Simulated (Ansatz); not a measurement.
Task: Name a neutral molecule of O, Si and H with HOMO–LUMO gap (B3LYP/def2-TZVPP) between 7.90 and 8.20 eV and size of the dipole moment (PBE/def2-TZVPP) between 0.10 and 0.40 D (Ansatz, PBE0-D4/def2-TZVP geometry).

Result: `[SiH3]O[SiH3]` (8.11 eV, 0.24 D); `[SiH3]O[SiH2]O[SiH3]` (8.15 eV, 0.23 D). Other molecules can fit too; these were computed, each in one conformer that needn't be the lowest.

B3LYP here is the variant with VWN-RPA as its local correlation; programs differ in this.
